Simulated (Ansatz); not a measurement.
Consider the atomization: `F[CH]([AlH2])[SiH2][SiH3]` → Al• + C• + F• + 8 H• + 2 Si•.

Program: Ansatz. Geometries: PBE0-D4/def2-TZVP. ΔE: electronic, gas phase. CCSD(T)/CBS is the MP2 limit (def2-TZVPP, def2-QZVPP) plus CCSD(T) − MP2 in def2-TZVPP, frozen cores. This one scheme is used for every species, atoms too. DFT in def2-TZVPP. B3LYP here is the variant with VWN-RPA as its local correlation; programs differ in this. No spin–orbit coupling; open shells (•) take unrestricted orbitals. Spin–orbit coupling would lower the free atoms: a little for Al, C, F, Si. Each species was taken in one conformer, which may not be the lowest.

(1) What is ΔE at CCSD(T)/CBS? (Best estimate.)

(2) What do these levels give: r2SCAN-D4, B3LYP-D4, ωB97X-V, CCSD/def2-TZVPP, CCSD(T)/def2-TZVPP, CCSD/CBS(def2)? (Best estimate.)

Largest T1 diagnostic among the species: 0.018.

Answers

(1) The calculation gave: +3925.0 kJ/mol.

(2) Computed: r2SCAN-D4 3925.9, B3LYP-D4 3915.2, ωB97X-V 3955.9, CCSD/def2-TZVPP 3777.4, CCSD(T)/def2-TZVPP 3821.1, CCSD/CBS(def2) 3881.3 kJ/mol.

In def2-TZVPP, CCSD(T) changes the Hartree–Fock value by +896.7 kJ/mol (the triples alone add +43.7 kJ/mol) and MP2 by +896.1 kJ/mol; breaking electron pairs costs correlation energy, which Hartree–Fock lacks. The D4 term adds +49.6 kJ/mol with B3LYP and +26.4 kJ/mol with PBE0; it sums over pairs of atoms, weighted by their polarisabilities, and B3LYP, whose exchange is more repulsive, gets the larger term. From PBE to PBE0 (25 % exact exchange), in def2-TZVPP and without D4, ΔE moves by −29.3 kJ/mol: exact exchange takes away binding that semilocal exchange gives to molecules.

For atomizations the MP2-based limit and the directly extrapolated one differ by several kJ/mol either way, and by 10 to 25 for some Ge, Se and Sn compounds, so smaller differences from it don't rank the levels.
